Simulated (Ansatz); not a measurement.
Z-matrix (Å, degrees):
```
Ta
O 1 1.701
Cl 1 2.281 2 107.5
Cl 1 2.281 2 107.5 3 120.0
Cl 1 2.281 2 107.5 3 -120.0
```

The species carries charge 0 and has multiplicity 1. Ta takes the def2 core potential.

Problem. List the CAM-B3LYP/def2-TZVPP orbital energies in eV (Ansatz 0.2.0). (Estimate.)

Solution. The calculation gave: Occupied: -2765.22, -2765.22, -2765.22, -523.29, -260.01, -260.01, -260.01, -199.01, -199.01, -199.01, -198.96, -198.96, -198.96, -198.93, -198.93, -198.93, -79.19, -45.23, -44.83, -44.83, -27.28, -25.29, -25.02, -25.02, -13.59, -13.35, -13.35, -12.94, -12.88, -12.88, -12.00, -12.00, -11.55, -11.31, -11.13, -11.13. Lowest empty: -1.69, -1.69, 0.17, 0.17, 0.23, 0.46, 3.49, 3.49.
